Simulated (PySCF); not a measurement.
State search for Sn₂

Unrestricted PBE0; PySCF, scalar-relativistic core potentials, basis sets Sn def2-SVP with ECP28. Outer shells of the fragments: Sn 4d10 5s2 5p2; Sn 4d10 5s2 5p2.

Followed along the bond (rough minima from three points):

```csv
2Ms+1,unpaired,⟨S²⟩ at the start,R at minimum (Å),Te (eV)
3,π ↑↑,2.00,2.77,0.00
1,π ↑↓,1.00,2.77,0.19
3,"σ ↑, π ↑",2.00,2.65,0.30
1,"σ ↓, π ↑",1.01,2.65,0.48
1,none,0.00,2.79,0.70
```

Solutions found at the starting distance of 2.700 Å, counted from the lowest of them; the search is not exhaustive and high or unbound solutions are not listed, so other states can lie among these:

| 2Ms+1 | unpaired | term | E (eV) | ⟨S²⟩ | ⟨Lz²⟩ |
| --- | --- | --- | --- | --- | --- |
| 3 | π ↑↑ | ³Σ⁻ | 0.00 | 2.00 | 0.00 |
| 1 | π ↑↓ | mixed | 0.19 | 1.00 | 2.01 |
| 3 | σ ↑, π ↑ | ³Π | 0.29 | 2.00 | 1.00 |
| 1 | σ ↓, π ↑ | mixed | 0.48 | 1.01 | 1.00 |
| 1 | none | mixed | 0.72 | 0.00 | 2.00 |
| 5 | σ ↑, π ↑↑↑ | ⁵Π | 1.06 | 6.00 | 1.00 |

A term symbol is given only where ⟨S²⟩ and ⟨Lz²⟩ are close to those of a pure state; real π, δ and φ orbitals otherwise mix terms, and g/u labels are left off.

Spin–orbit coupling is left out.
